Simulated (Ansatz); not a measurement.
Abridged output of a molecular run in Ansatz:

```
Functional definition: HF
1192 factors; integrals over basis functions are off by at most 1.1e-3 eV
mean field evaluation 1: about -81646.5779 eV, gradient 2.5e1 eV
mean field evaluation 2: about -81646.5836 eV, gradient 2.5e1 eV
mean field evaluation 4: about -81649.5094 eV, gradient 2.8e0 eV
mean field evaluation 8: about -81649.6124 eV, gradient 1.6e-1 eV
mean field -81649.61309679 eV, -3000.5679372114 hartree, gradient 3.0e-6 eV, S^2 0.754520; 0 other end points of the search recorded, 0 dependent functions left out
16 core orbitals not correlated: weight in the atoms' cores, before any rotation towards them, 1.000 or more for the frozen orbitals, at most 0.000 for the correlated occupied ones
reference -81649.61309679 eV, -3000.5679372114 hartree; 18, 17 occupied and 160, 161 virtual orbitals, 1192 factors
second order -21.65089975 eV of doubles, -0.00000000 eV of singles
cycle   1  -21.77476366 eV  change   -1.2e-1 eV  update   9.3e-2
cycle   2  -22.23166764 eV  change   -4.6e-1 eV  update   2.8e-2
cycle   3  -22.33458624 eV  change   -1.0e-1 eV  update   1.6e-2
cycle   4  -22.32401537 eV  change    1.1e-2 eV  update   4.8e-3
cycle   5  -22.32201080 eV  change    2.0e-3 eV  update   2.4e-3
cycle   6  -22.32315316 eV  change   -1.1e-3 eV  update   9.8e-4
cycle   7  -22.32294202 eV  change    2.1e-4 eV  update   4.1e-4
cycle   8  -22.32303163 eV  change   -9.0e-5 eV  update   1.5e-4
cycle   9  -22.32309172 eV  change   -6.0e-5 eV  update   6.1e-5
cycle  10  -22.32304913 eV  change    4.3e-5 eV  update   2.7e-5
perturbative correction -0.77190512 eV, -0.0283669901 hartree
Total energy: -81672.70805104 eV, -3001.4166611260 hartree
Checks for a lower state left out: cluster_reference
```

Its atoms:

Cartesian coordinates in Å:
```
C 0.1546 0.8293 -0.1940
Si 0.3973 -1.0044 0.0221
F 0.5331 -1.3053 1.5889
Br -1.3912 -2.1025 -0.7177
H 0.0133 1.0703 -1.2487
H -0.7315 1.1421 0.3655
H 1.0244 1.3705 0.1839
```

(1) Which basis set was used?
A. def2-SVPD
B. cc-pV(D+d)Z
C. def2-TZVPP
D. def2-TZVPPD

(2) Write the keys of the input that set method, charge and spin (a neutral closed shell needs none for the last two).

Answers

(1) C. It gives 194 functions.

(2) 
```yaml
magnetization: {spin_polarized: true, initial_magnetization: 1}
correlation: {method: ccsd_t}
scf: {omitted_lower_state_checks: [cluster_reference]}
```
